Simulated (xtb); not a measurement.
xtb input (GFN2-xTB):

```bash
xtb mol.xyz --gfn 2 --ohess tight --chrg 1 --uhf 0
```
mol.xyz:
```
12

O      0.24921556    -0.99552878    -1.49320482
Si    -0.25308977    -0.23270633    -0.17865614
O     -1.78019631    -0.32199706     0.21116709
O      0.28453454    -1.53162006     0.96692488
Si     0.91042530     1.78164536     0.39694419
H      0.49442441    -0.65963518    -2.38816087
H     -2.45515246     0.36250884     0.18387074
H     -0.44590597    -1.93100047     1.49567876
H      0.75554316    -2.29680387     0.53970379
H      2.32630302     1.48636884     0.23424078
H      0.47962883     2.12084357     1.71754595
H      0.43626108     2.78226439    -0.58286008
```

End of the output:

```
       8    265.09    -0.48539 ( 99.87%)    -0.56232 (  0.13%)    -0.48548
       9    277.70    -0.46148 ( 99.90%)    -0.54856 (  0.10%)    -0.46157
   ------------------------------------------------------------------------

   temp. (K)  partition function   enthalpy   heat capacity  entropy
                                   cal/mol     cal/K/mol   cal/K/mol   J/K/mol
 298.15  VIB  0.404E+04             4885.408     27.900     30.679
         ROT  0.232E+06              888.752      2.981     27.531
         INT  0.937E+09             5774.161     30.881     58.209
         TR   0.113E+28             1481.254      4.968     40.017
         TOT                        7255.4145    35.8489    98.2262   410.9784

       T/K    H(0)-H(T)+PV         H(T)/Eh          T*S/Eh         G(T)/Eh
   ------------------------------------------------------------------------
    298.15    0.115622E-01    0.853202E-01    0.466704E-01    0.386498E-01
   ------------------------------------------------------------------------

         :::::::::::::::::::::::::::::::::::::::::::::::::::::
         ::                  THERMODYNAMIC                  ::
         :::::::::::::::::::::::::::::::::::::::::::::::::::::
         :: total free energy         -18.878163898503 Eh   ::
         ::.................................................::
         :: total energy              -18.916813664231 Eh   ::
         :: zero point energy           0.073757958205 Eh   ::
         :: G(RRHO) w/o ZPVE           -0.035108192477 Eh   ::
         :: G(RRHO) contrib.            0.038649765728 Eh   ::
         :::::::::::::::::::::::::::::::::::::::::::::::::::::

optimized geometry written to: xtbopt.xyz

           -------------------------------------------------
          | TOTAL ENERGY              -18.916813664231 Eh   |
          | TOTAL ENTHALPY            -18.831493467065 Eh   |
          | TOTAL FREE ENERGY         -18.878163898503 Eh   |
          | GRADIENT NORM               0.000446853012 Eh/α |
          | HOMO-LUMO GAP               4.683239651717 eV   |
           -------------------------------------------------

------------------------------------------------------------------------
Note: The following floating-point exceptions are signalling: IEEE_UNDERFLOW_FLAG IEEE_DENORMAL
normal termination of xtb
------------------------------------------------------------------------
 total:
 SCF:
 ANC optimizer:
 analytical hessian:
```

It need not be the lowest isomer of its formula.
